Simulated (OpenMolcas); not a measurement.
**4d ions of charge +3 along the row**

```yaml
Program: OpenMolcas
Method: MS-CASPT2, IPEA 0.25 Eh, imaginary shift 0.1 Eh
Basis: ANO-RCC-VTZP
Scalar_Hamiltonian: DKH2, point nucleus
Spin-orbit_coupling: state interaction with AMFI integrals over the reference wave functions, term energies averaged over their components
```

Active space: the 4d shell; CASPT2 also correlates the outermost closed s and p core shells.

B and C come from two terms' centres of gravity (d2, d8: 3P = 15B, 1G = 12B + 2C; d3, d7: 4P = 15B, 2G = 4B + 3C; d4, d6: 3G = 9B + 4C, 3H = 4B + 4C; d5: 4D = 17B + 5C, 4G = 10B + 5C, above the ground term), where all their levels are at least 80 % pure. ζ = ±2S·A comes from the whole width of the ground multiplet by E(J) = (A/2) J(J+1), where its levels are at least 85 % pure. Energies in cm-1.

| Ion | Configuration | Lowest level | Weight (%) | B | B measured | C | C measured | ζ | ζ measured |
| --- | --- | --- | --- | --- | --- | --- | --- | --- | --- |
| Mo3+ | 4d3 | 4F 3/2 | 99 | 645 | 619 | 2716 | 2606 | 803 | 818 |
| Tc3+ | 4d4 | 5D0 | 98 |  |  |  |  | 1037 |  |
| Ru3+ | 4d5 | 6S 5/2 | 99 |  |  |  |  |  |  |
| Rh3+ | 4d6 | 5D4 | 98 |  |  |  |  | 1321 |  |
| Pd3+ | 4d7 | 4F 9/2 | 97 |  |  |  |  | 1587 |  |

Measured columns use the levels in Sugar and Musgrove, J. Phys. Chem. Ref. Data 17, 155 (1988) (Mo3+).

The computed ζ goes from 803 (Mo3+) to 1587 cm-1 (Pd3+), a factor of 1.98, rising at every step.

CASPT2 does not keep the components of a term degenerate, so their means are used; among the low terms the widest spread is 1400 cm-1 (4d6 1F, Rh3+). Terms from blocks run as CI alone lack orbitals of their own. The CASPT2 spread within a term exceeds the gap to the next term for 4d3 2H and 4d3 2D(1), so the order of their levels is uncertain (figures for Mo3+; the like holds for Tc3+, Ru3+, Rh3+). Blocks of more than 70 roots (2S+1 = 2 even) ran without multistate coupling (holds for Ru3+). Computed and measured levels are paired by configuration, term and J; levels that our copy of the source lacks, or whose pairing is in doubt (as where it misses far off the trend of its configuration), stay unpaired and out of the deviations. Levels of configurations outside the active space are missing.

A number in round brackets counts repeated terms of one configuration in the order of the reference energies.
